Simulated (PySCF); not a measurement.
Calculated NMR parameters of O=C1CCC(=O)N1

- Formula: C4H5NO2
- SMILES: O=C1CCC(=O)N1
- InChI: InChI=1S/C4H5NO2/c6-3-1-2-4(7)5-3/h1-2H2,(H,5,6,7)
- Degrees of unsaturation: 3
- Carbon signals: 2
- Proton signals: 2

Molfile (atoms numbered from 1):
```
C4H5NO2
     RDKit          3D

 12 12  0  0  0  0  0  0  0  0999 V2000
   -2.4234    0.9375   -1.3895 O   0  0  0  0  0  0  0  0  0  0  0  0
   -1.4242    0.5269   -0.8664 C   0  0  0  0  0  0  0  0  0  0  0  0
   -1.0163   -0.9159   -0.6456 C   0  0  0  0  0  0  0  0  0  0  0  0
    0.3282   -0.8520    0.0708 C   0  0  0  0  0  0  0  0  0  0  0  0
    0.6413    0.6242    0.2120 C   0  0  0  0  0  0  0  0  0  0  0  0
    1.6101    1.1286    0.7096 O   0  0  0  0  0  0  0  0  0  0  0  0
   -0.4159    1.3159   -0.3472 N   0  0  0  0  0  0  0  0  0  0  0  0
   -1.7989   -1.4129   -0.0707 H   0  0  0  0  0  0  0  0  0  0  0  0
   -0.9709   -1.4109   -1.6170 H   0  0  0  0  0  0  0  0  0  0  0  0
    1.1424   -1.3268   -0.4785 H   0  0  0  0  0  0  0  0  0  0  0  0
    0.3142   -1.2959    1.0674 H   0  0  0  0  0  0  0  0  0  0  0  0
   -0.4478    2.3239   -0.3772 H   0  0  0  0  0  0  0  0  0  0  0  0
  1  2  2  0
  2  3  1  0
  3  4  1  0
  4  5  1  0
  5  6  2  0
  5  7  1  0
  7  2  1  0
  3  8  1  0
  3  9  1  0
  4 10  1  0
  4 11  1  0
  7 12  1  0
M  END
```

- PBE0-D3(BJ)/def2-TZVP geometry
- NMR shieldings at B97-2/pcSseg-2/GIAO
- code: PySCF 2.14.0 with density-fitted response routines
- in vacuum, a single conformation, rapidly exchanging positions averaged, no relativistic terms

Referencing at the same level of theory: TMS for ¹H and ¹³C; NH3 for ¹⁵N; ¹⁷O against H2O.

| carbon | δC, type | δH (multiplicity) | HMBC from (2–3 bonds) | span of the C tensor (ppm) |
| --- | --- | --- | --- | --- |
| C2/C5 | 181.9, C | – | H8/H9/H10/H11 | 164 |
| C3/C4 | 32.2, CH2 | 2.54 (s) | H8/H9/H10/H11 | 42 |

Other nuclei:
```json
{"atoms": "H12", "nucleus": "¹H", "environment": "hydrogen on an amide-type nitrogen", "δ (ppm)": "6.92", "σ (ppm)": "24.72"}
{"atoms": "N7", "nucleus": "¹⁵N", "environment": "amide-type nitrogen", "δ (ppm)": "196.2", "σ (ppm)": "65.5"}
{"atoms": "O1/O6", "nucleus": "¹⁷O", "environment": "amide-type carbonyl oxygen", "δ (ppm)": "441.7", "σ (ppm)": "-114.1"}
```

1. Carbon types of the structure: 2 × C, 2 × CH2, leaving 1 H on heteroatoms.
2. δC 181.9: amide carbonyl carbon; lone-pair donation from the attached heteroatom keeps it upfield of a ketone carbonyl.
3. δC 32.2: sp3 CH2 α to a carbonyl; the adjacent C=O deshields it moderately.
4. δH 6.92: hydrogen on an amide-type nitrogen; exchangeable; this is the value without hydrogen bonding to other molecules.
5. δH 2.54: hydrogen on an sp3 CH2 α to a carbonyl; α to C=O.

Exchangeable OH/NH protons stand at their gas-phase positions; hydrogen bonding in a real sample shifts them, mostly to higher δ. Shifts are as computed. Against solution values, carbons near 30 ppm lie about +3 ppm off and those near 130 ppm about +7 ppm. Of 1211 compounds with measured shifts, 218 miss one by over three times the rms of a fit or turn the order of signals round; such compounds aren't used in these exercises. Hydrogen bonding in solution shields acid and N–H amide carbonyl oxygens by tens of ppm. Hydrogen bonding in solution deshields acid and N–H amide carbonyl carbons by as much as 10 ppm beyond these values. Unscaled 17O shifts of doubly bonded oxygen tend to come out too high, by tens of ppm or more. Experimental scales use liquid or dissolved standards, which lie at an offset from isolated NH3 (liquid NH3: subtract about 20 ppm) and H2O (liquid H2O: subtract about 36 ppm). Unscaled 15N shifts of sp2 nitrogen come out 20 to 40 ppm too high even then.
